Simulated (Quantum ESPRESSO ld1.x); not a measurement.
Q: The mean radii <r> (bohr) of the occupied orbitals of an atom or ion are listed with their occupations. Calculated with ld1.x of Quantum ESPRESSO 7.5: scalar-relativistic Kohn-Sham, LDA (Slater exchange, VWN5 correlation), spin-polarised, spherical densities, point nucleus.

| orbital | occ. | <r> |
|---|---|---|
| 1s down | 1 | 0.01900 |
| 1s up | 1 | 0.01900 |
| 2s up | 1 | 0.08042 |
| 2s down | 1 | 0.08042 |
| 2p up | 3 | 0.07175 |
| 2p down | 3 | 0.07175 |
| 3s up | 1 | 0.2088 |
| 3s down | 1 | 0.2088 |
| 3p up | 3 | 0.2087 |
| 3p down | 3 | 0.2087 |
| 3d up | 5 | 0.1890 |
| 3d down | 5 | 0.1890 |
| 4s up | 1 | 0.4685 |
| 4s down | 1 | 0.4685 |
| 4p up | 3 | 0.4980 |
| 4p down | 3 | 0.4980 |
| 4d up | 5 | 0.5355 |
| 4d down | 5 | 0.5354 |
| 5s up | 1 | 1.133 |
| 5s down | 1 | 1.131 |
| 5p up | 3 | 1.336 |
| 5p down | 3 | 1.332 |
| 4f up | 7 | 0.6766 |
| 4f down | 7 | 0.6745 |
| 6s up | 1 | 3.111 |
| 6s down | 1 | 3.142 |
| 5d up | 1 | 2.166 |
| 6d up | 1 | 9.940 |

Name the element and its charge. Open shells, if any, are filled with parallel spins first.

A: Z = 72, hafnium, charge 0: Hf in [Xe] 4f14 5d1 6s2 6d1. The 1s radius gives Z: for a bare nucleus <r> = (2 gamma + 1)/(2Z) with gamma = sqrt(1 - (Z/c)^2), 0.01876 bohr for Z = 72, and screening makes it slightly larger (0.01900 here). The occupations add up to 72, and the charge is Z minus that.
